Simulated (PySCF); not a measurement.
# What a mistake does to a calculation on Al2ClH2 cation

Calculated results; nothing here was measured. They come from PySCF 2.14.0, an open-source quantum chemistry program, on an isolated molecule that a program drew, which may never have been made. The molecule is Al2ClH2 cation (charge +1, singlet), drawn as the SMILES string `[AlH2][Al+][Cl]`.

Each row is a Hartree-Fock (HF) and frozen-core CCSD(T) single point in the cc-pV(D+d)Z basis, meant for a local HF minimum. Run 1 is clean. Each other run has one planted mistake out of seven kinds, and not every kind appears here: one electron removed, one electron added, multiplicity raised by two, geometry at a saddle point, minimal basis STO-3G, one bond length entered in bohr, all coordinates scaled. The reference is restricted for singlets and unrestricted otherwise, and also for a bond in bohr. Adding or removing an electron swaps singlet and doublet. Electrons count all cores. HOMO and LUMO are orbital energies over both spins, the gradient is its largest component, and the lowest frequency (negative if imaginary) is given only where the gradient is small. Bond lengths are over the 4 bonds as drawn. T1 is the CCSD diagnostic: over 0.02 (restricted) or 0.045 (unrestricted) a single reference is doubtful.

Geometry of the clean run:
```xyz
5
Al2ClH2 cation, angstrom
Al   -1.4843   -2.8095   -1.0737
Al   -0.6270   -2.0142    1.3927
Cl    0.0136   -1.4141    3.2354
H    -2.8138   -2.0938   -1.4380
H    -0.4933   -3.8385   -1.6831
```

```
run  electrons  basis functions  <S^2>  HOMO (eV)  LUMO (eV)  gradient (hartree/bohr)  lowest frequency (cm^-1)  mean bond (Å)  longest bond (Å)      T1  HF (hartree)  CCSD(T) (hartree)                          mistake
  1         44               79  0.000     -15.82      -5.10                  4.4e-05                        97         1.9692             2.730  0.0141    -944.31750         -944.60126                         no fault
  2         44               79  0.891     -13.60      -5.27                  8.7e-03                         -         2.3147             2.935  0.0481    -944.22381         -944.49249  one bond length entered in bohr
  3         44               79  2.003     -12.52      -7.59                  1.4e-02                         -         1.9692             2.730  0.0249    -944.20061         -944.46894       multiplicity raised by two
  4         44               29  0.000     -13.51       0.31                  3.8e-02                         -         1.9692             2.730  0.0124    -933.68891         -933.76950                                ?
  5         44               79  0.000     -15.54      -5.08                  3.9e-02                         -         2.1169             2.934  0.0161    -944.30075         -944.58672                                ?
```

**Which mistake was planted in run 4, and what did it cost?**

It has 29 basis functions where the clean run has 79, with the same electrons and geometry. So the mistake is: minimal basis STO-3G. Subtracting run 1 and multiplying by 627.51 kcal/mol a hartree, the energy moved by 6669.5 kcal/mol in HF and 6797.0 kcal/mol in CCSD(T).

**Which mistake was planted in run 5, and what did it cost?**

The mean and the longest bond both change by the same factor, 1.075, and the gradient is no longer small. So the mistake is: all coordinates scaled. Subtracting run 1 and multiplying by 627.51 kcal/mol a hartree, the energy moved by 10.5 kcal/mol in HF and 9.1 kcal/mol in CCSD(T).

Cautions from the logs. Run 2: T1 is over the limit, so its CCSD(T) energy is less reliable.
